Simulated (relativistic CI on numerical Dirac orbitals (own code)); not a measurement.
## Inner-shell lines of Cd XXVIII

Computed by Dirac-Coulomb-Breit CI, separate exchange-only KLI orbitals for each configuration, QED by a radiative potential, valence Slater integrals scaled by 0.85 (own radial code, finite nucleus).

Configuration list (outside the closed core 1s2 2p6 3s2 3p6): 2s²3d³, 2s3d³4p. Levels of other configurations are missing.

The table holds the strongest lines. The upper levels have an inner-shell vacancy. Auger decay, open to those above the ionisation limit, is not computed, and radiative decays to configurations outside the model are missing too. Absolute energies can be off by a few tenths of a per cent, and at this charge the scaling can make term splittings too narrow, so close lines can change order. LS names give the leading component, which can be well under half, for lower levels too. Brackets number the levels in order of energy.

```
  λ (Å)                  Upper               Lower   A (s⁻¹)  gA (s⁻¹)
2.83187   2s3d³4p ⁴G°11/2 [31]    2s²3d³ ⁴F9/2 [5]  9.30e+12  1.12e+14
 2.8303   2s3d³4p ⁶G°11/2 [52]    2s²3d³ ²H9/2 [8]  6.64e+12  7.96e+13
 2.8299   2s3d³4p ⁴H°13/2 [70]  2s²3d³ ²H11/2 [12]  9.31e+12  1.30e+14
2.82247    2s3d³4p ⁴G°9/2 [64]    2s²3d³ ⁴F7/2 [3]  8.97e+12  8.97e+13
2.82216    2s3d³4p ⁴F°5/2 [57]    2s²3d³ ⁴F5/2 [2]  1.39e+13  8.37e+13
2.82193    2s3d³4p ⁴F°9/2 [76]    2s²3d³ ⁴F9/2 [5]  1.24e+13  1.24e+14
2.82162  2s3d³4p ⁴H°13/2 [135]  2s²3d³ ²H11/2 [12]  6.20e+12  8.68e+13
 2.8216  2s3d³4p ⁴H°11/2 [113]    2s²3d³ ²H9/2 [8]  8.03e+12  9.64e+13
2.82155    2s3d³4p ⁴D°7/2 [79]    2s²3d³ ⁴F9/2 [5]  1.42e+13  1.14e+14
2.82062   2s3d³4p ²H°9/2 [120]    2s²3d³ ²H9/2 [8]  1.22e+13  1.22e+14
2.82048  2s3d³4p ²H°11/2 [146]  2s²3d³ ²H11/2 [12]  1.30e+13  1.56e+14
 2.8197   2s3d³4p ²G°9/2 [185]   2s²3d³ ²F7/2 [16]  1.04e+13  1.04e+14
2.81942   2s3d³4p ²F°7/2 [187]   2s²3d³ ²F7/2 [16]  1.37e+13  1.10e+14
2.81862   2s3d³4p ²F°7/2 [226]   2s²3d³ ²D5/2 [19]  1.52e+13  1.21e+14
2.81858  2s3d³4p ⁴H°13/2 [158]  2s²3d³ ²H11/2 [12]  1.07e+13  1.50e+14
2.81822  2s3d³4p ⁴H°11/2 [101]    2s²3d³ ⁴F9/2 [5]  6.74e+12  8.09e+13
2.81808   2s3d³4p ²F°5/2 [225]   2s²3d³ ²D3/2 [18]  2.04e+13  1.23e+14
 2.8162  2s3d³4p ⁴G°11/2 [155]    2s²3d³ ²H9/2 [8]  7.21e+12  8.65e+13
2.81558  2s3d³4p ²H°11/2 [204]   2s²3d³ ²G9/2 [14]  1.18e+13  1.42e+14
2.81447  2s3d³4p ²I°13/2 [194]  2s²3d³ ²H11/2 [12]  7.47e+12  1.05e+14
```
